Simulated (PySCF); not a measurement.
CF₂I, SMILES [C](F)(F)I (connectivity only; charge and spin as stated), charge +1, multiplicity 1. Heavy atoms are numbered as in [F:1][C:2]([F:3])[I:4].

Geometry: PBE0-D3(BJ)/def2-SVP. The spin state was assumed, not searched. The isomer is the one that the SMILES or the coordinates give; other isomers of the formula were not compared. The def2 effective core potentials stand for the cores of I; spin–orbit coupling is left out.

All values below come from PBE/def2-TZVPD run with PySCF.

Mulliken values depend strongly on the basis, most of all with diffuse functions as here. ESP charges are fitted to the potential on shells at 1.4 to 2.0 van der Waals radii. Atomic charges (e), one atom of each kind:

| atom | Mulliken | ESP fit |
|---|---|---|
| F1 | 0.04 | 0.16 |
| C2 | 0.40 | 0.09 |
| I4 | 0.53 | 0.59 |
